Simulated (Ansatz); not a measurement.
Potential energy curve for BeF2, SMILES [Be]([F])[F]. The Be1–F3 bond (Be1 also carries F; F3 carries nothing else) is stretched with both fragments frozen at the PBE0/def2-TZVP optimised geometry.

Method: CCSD(T) on UHF/cc-pVTZ, frozen core (Ansatz, an electronic-structure program).

Problem. Relative to R = 1.38 Å, what are the energies at R = 1.10, 2.51, 3.00, 3.77 Å?

Solution. 59.2 kcal/mol at 1.10 Å, 114.4 kcal/mol at 2.51 Å, 148.7 kcal/mol at 3.00 Å, 164.7 kcal/mol at 3.77 Å.

The unrestricted determinant behind UCCSD(T) is spin-contaminated at 2.51 to 4.81 Å (<S²> up to 1.0, against 0.00 for a pure singlet).
